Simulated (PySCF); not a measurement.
# F (fluorine, neutral) across methods

[He] 2s1 2p5 3s1, high-spin 4P determinant (an excited configuration). Computed with PySCF 2.14 in aug-cc-pVTZ with one added diffuse shell each of s, p, d, f type (6s5p4d3f, 62 functions), with the non-relativistic Hamiltonian (point nucleus). The B2PLYP total includes its PT2 part (frozen core); its orbital energies are those of the SCF part.

```csv
method,E (hartree),mean ε 2p α (eV),mean ε 2p β (eV),mean ε 3s α (eV),Σ⟨r²⟩ (bohr²),⟨S²⟩
LDA,-97.9480,-23.191,-19.289,-2.863,30.11,3.752
M06,-98.5421,-26.039,-21.504,-3.054,31.22,3.753
CAM-B3LYP,-98.5600,-27.479,-22.965,-4.070,30.20,3.753
B2PLYP,-98.5130,-29.097,-23.151,-3.708,30.82,3.755
UHF,-98.19860,-34.377,-25.917,-4.546,32.04,3.758
r2SCAN,-98.5344,-24.170,-19.663,-2.893,30.65,3.754
PBE0,-98.4923,-26.057,-21.243,-3.328,30.58,3.753
PBE,-98.5098,-23.089,-19.242,-2.808,30.28,3.752
```

**Question.** Estimate the same row for HSE06.

**Answer.** E (hartree) = -98.5033; mean ε 2p α (eV) = -25.619; mean ε 2p β (eV) = -20.850; mean ε 3s α (eV) = -2.978; Σ⟨r²⟩ (bohr²) = 30.56; ⟨S²⟩ = 3.753.

The outer electron is Rydberg-like, and this basis confines it to a smaller radius and binds it less than a complete one would.
